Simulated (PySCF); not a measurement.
**Electron correlation in Dy⁵⁴⁺ (dysprosium, charge +54)**

[Ne] 3s2, closed-shell 1S. All numbers are calculated (PySCF 2.14, the non-relativistic Hamiltonian (point nucleus), in an even-tempered Gaussian basis (16 s from 14 bohr⁻², ratio 2.5; 10 p from 18 bohr⁻², ratio 2.5; 4 d from 65 bohr⁻², ratio 2.7; 4 f from 97 bohr⁻², ratio 2.7)). Frozen: 1s2; 10 electrons correlated; the 17 highest virtual orbitals of each spin left out.

```csv
level,correlation energy (mhartree)
CCSD,-569.30
(T),-1.77
CCSD(T),-571.07
```

Diagnostics: T1 = 0.00021, D1 = 0.0007, largest double amplitude 0.087.

Question: Is a single reference adequate?

Answer: Mostly. T1 lies below 0.03, but a double amplitude of this size points to a near-degeneracy that CCSD handles and MP2 describes poorly.

At this charge a non-relativistic calculation is a model, useful for the Z dependence of the correlation energy.
